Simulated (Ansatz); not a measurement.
Start from `BC=O` and change one atom or group to get `O=[CH][GeH3]`.

Ansatz, PBE0-D4/def2-TZVP geometries, multiplicity 1. 

Scalar relativity is left out up to krypton.

```tsv
property	`BC=O`
HOMO energy (ωB97M-V/def2-TZVPP) / eV	-10.14
HOMO–LUMO gap (ωB97M-V/def2-TZVPP) / eV	10.79
HOMO–LUMO gap (PBE/def2-TZVPP) / eV	3.70
size of the dipole moment (PBE/def2-TZVPP) / D	1.87
LUMO energy (B3LYP/def2-TZVPP) / eV	-1.77
HOMO–LUMO gap (PBE0/def2-TZVPP) / eV	6.31
```

(1) What does the change do to each property? (Estimate.)

Results:

(1) The calculation gave: 
| property | `O=[CH][GeH3]` | shift |
| --- | --- | --- |
| HOMO energy (ωB97M-V/def2-TZVPP) / eV | -9.34 | 0.80 |
| HOMO–LUMO gap (ωB97M-V/def2-TZVPP) / eV | 10.16 | -0.63 |
| HOMO–LUMO gap (PBE/def2-TZVPP) / eV | 3.01 | -0.69 |
| size of the dipole moment (PBE/def2-TZVPP) / D | 1.86 | -0.01 |
| LUMO energy (B3LYP/def2-TZVPP) / eV | -1.77 | 0.00 |
| HOMO–LUMO gap (PBE0/def2-TZVPP) / eV | 5.59 | -0.72 |

The zero-point energy changes by 6.6 kJ/mol with +3 modes. Dipoles are sizes alone; their direction can turn.

B3LYP here is the variant with VWN-RPA as its local correlation; programs differ in this.
